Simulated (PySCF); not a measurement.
C3H3N2, SMILES [c]1ncc[nH]1, multiplicity 2.

The structure is a stationary point at PBE-D3(BJ)/def2-SVP. The isomer is the one that the SMILES or the coordinates give; other isomers of the formula were not compared.

Method: PBE-D3(BJ)/def2-SVP in PySCF.

Frequencies are harmonic and unscaled.

Problem. List the normal modes with their intensities. (An estimate is asked for; the answer gives what the named calculation found.)

Solution. 
```csv
mode,ν (cm⁻¹),IR (km/mol),moving atoms (share of kinetic energy)
1,476,29.0,"N 44 %, C 32 %, H 25 %"
2,600,21.5,"H 41 %, N 30 %, C 29 %"
3,617,21.5,"H 46 %, C 45 %, N 9 %"
4,714,53.7,"H 79 %, C 19 %"
5,766,52.8,"N 58 %, C 38 %"
6,820,6.6,"H 75 %, C 25 %"
7,907,0.2,"C 53 %, N 39 %, H 9 %"
8,1038,24.8,"H 76 %, C 15 %, N 9 %"
9,1056,25.3,"H 68 %, C 23 %, N 9 %"
10,1141,10.9,"C 42 %, N 33 %, H 25 %"
11,1173,13.3,"C 40 %, H 37 %, N 24 %"
12,1313,2.7,"C 51 %, H 33 %, N 15 %"
13,1368,13.5,"N 43 %, H 29 %, C 28 %"
14,1490,2.6,"C 78 %, H 17 %"
15,1602,48.0,"C 60 %, N 36 %"
16,3179,2.8,"H 92 %, C 8 %"
17,3204,1.5,"H 90 %, C 10 %"
18,3573,66.4,H 93 %
```
